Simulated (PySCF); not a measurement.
Rb(F) cation (FRb), SMILES [F][Rb] (connectivity only; charge and spin as stated), charge +1, multiplicity 2.

Geometry optimised at B3LYP-D3(BJ)/def2-TZVPD. The spin state was assumed, not searched. The def2 effective core potentials stand for the cores of Rb; spin–orbit coupling is left out.

Two levels are set side by side: PBE/def2-TZVPD (PySCF) and r2SCAN/def2-TZVPD (PySCF). Same geometry, gas phase. Differences are taken from unrounded values.

| quantity | r2SCAN |
|---|---|
| α-spin orbital gap (eV) | 10.93 |
| β-spin orbital gap (eV) | 2.67 |

Question: What does PBE give, and how far is it from r2SCAN? (The exact figures need the calculation; the answer reports its results.)

Answer: 
| quantity | PBE | PBE minus r2SCAN |
|---|---|---|
| α-spin orbital gap (eV) | 9.35 | -1.58 |
| β-spin orbital gap (eV) | 0.99 | -1.68 |

Rough cost on one machine, each run with all the roots and properties that it gave: r2SCAN against PBE about 3 times.
